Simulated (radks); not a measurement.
Results of a calculation; reference values are marked as such.
Task: Ionisation of neutral nitrogen, [He] 2s2 2p3, to [He] 2s2 2p2 as the strength of local exchange is varied. Level of theory: non-relativistic Kohn-Sham, Slater X-alpha exchange (alpha = 2/3 is LDA exchange), no correlation, spin-polarised, spherical densities, point nucleus; open shells are filled with parallel spins first (a radial shooting solver on a logarithmic mesh with Libxc functionals).

| alpha | E(N) (hartree) | exchange (hartree) | IE (eV) | -e of the level emptied (eV) | <r> of it (bohr) |
|---|---|---|---|---|---|
| 0.56 | -52.78262 | -4.82689 | 12.286 | 6.056 (2p) | 1.512 |
| 0.58 | -52.95526 | -5.01410 | 12.600 | 6.320 (2p) | 1.499 |
| 0.653 | -53.58974 | -5.70585 | 13.780 | 7.324 (2p) | 1.454 |
| 0.777 | -54.68297 | -6.91106 | 15.895 | 9.164 (2p) | 1.385 |
| 0.827 | -55.12926 | -7.40772 | 16.788 | 9.953 (2p) | 1.360 |
| 0.841 | -55.25479 | -7.54788 | 17.041 | 10.179 (2p) | 1.353 |
| 0.897 | -55.75935 | -8.11331 | 18.074 | 11.101 (2p) | 1.326 |
| x | -53.71219 | -5.84002 | 14.012 | 7.523 (2p) | 1.445 |

Which alpha was used in the last row?

Result: alpha = 0.667. NIST Atomic Spectra Database: 14.534 eV (measured). The Delta-SCF value meets it near alpha = 0.70. Open shells are spherical and high-spin; term and fine-structure splittings are not resolved.
